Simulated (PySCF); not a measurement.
# Zinc: a sound run and one with changed settings

Sound run: Zn [Ar] 3d10 4s2, Zn⁺ [Ar] 3d10 4s1. Calculation: PySCF 2.14, in aug-cc-pVDZ-DK; the spin-free X2C one-electron Hamiltonian (Gaussian nucleus). In the sound run the correlated levels freeze [Ar]. The sound run starts from symmetry-adapted Hartree-Fock orbitals and uses a fine grid where one is needed.

Changed run: initial guess minao, at most 50 SCF cycles.

```json
{"species": "Zn", "method": "UHF", "sound run (hartree)": "-1794.26649", "changed run (hartree)": "-1794.26649", "converged": "yes"}
{"species": "Zn", "method": "PBE", "sound run (hartree)": "-1795.67412", "changed run (hartree)": "-1795.67412", "converged": "yes"}
{"species": "Zn⁺", "method": "UHF", "sound run (hartree)": "-1793.98041", "changed run (hartree)": "-1793.98041", "converged": "yes"}
{"species": "Zn⁺", "method": "PBE", "sound run (hartree)": "-1795.32018", "changed run (hartree)": "-1795.32018", "converged": "yes"}
```

Here the plain start reaches the same solutions.
